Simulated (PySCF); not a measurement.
C4H2F2O2.
Atom-mapped SMILES: `[O:1]=[C:2]1[O:3][CH2:4][C:5]([F:6])=[C:7]1[F:8]`

Structure used (GFN2-xTB), in Å, numbered top down from 1:
```xyz
10
C4H2F2O2 angstrom
O      2.2698   -1.1856   -0.3815
C      1.2053   -0.6825   -0.2102
O      0.0359   -1.3735   -0.1828
C     -1.0678   -0.5246    0.0375
C     -0.4680    0.8408    0.1517
F     -1.2345    1.9001    0.3631
C      0.8559    0.7522    0.0085
F      1.7673    1.7128    0.0411
H     -1.5881   -0.8296    0.9537
H     -1.7669   -0.6055   -0.8037
```

Probes without a nucleus sit at each ring's centroid and 1 Å off its mean plane on both sides; NICS is minus the shielding there, NICSzz its component along the normal. Level: GIAO PBE0/pcSseg-1 (PySCF, non-relativistic, gas phase) on the GFN2-xTB geometry, one conformer.

Ring bond lengths (Å), with Mayer bond orders in brackets: C2–O3 1.359 (1.03), O3–C4 1.410 (0.90), C4–C5 1.496 (1.04), C5–C7 1.335 (1.66), C7–C2 1.493 (0.98).

Question: Give the NICS values of each ring in ppm.

Answer: 
```tsv
ring	type	NICS(0)	NICS(1), two faces	NICS(1)zz, two faces	rms pucker (Å)	centre to ring atoms, mean (Å)
C2–O3–C4–C5–C7	5-membered ring with O; formal bonds 1 double, 4 single	-9.3	-4.3 / -4.3	-5.7 / -5.7	0.00	1.21
```

Question: What do they say, and how far can they be read as aromaticity?

Answer: 
- C2–O3–C4–C5–C7: mean NICS(1)zz -5.7 ppm, shielded. C4 has four or more neighbours, so the value isn't read as a sign of a π ring current.

Question: How shielded are the nuclei of the rings and their hydrogens (means over atoms taken as equivalent)?

Answer: 
```
  atoms                 environment  σ isotropic (ppm)
     C2       ester carbonyl carbon               20.9
     O3  ester single-bonded oxygen              144.3
     C4  sp3 carbon bound to oxygen              122.3
     C5          vinylic C–F carbon               20.3
     C7          vinylic C–F carbon               46.8
H9 (×2)          methylene hydrogen              26.82
```

Hardware: Arm Neoverse V2, one thread, no GPU, shared host with 32 logical CPUs at a one-minute load of 18. Cost: 12 s wall, 0.67 GiB resident at most. This is the whole shielding run at PBE0/pcSseg-1, SCF included.
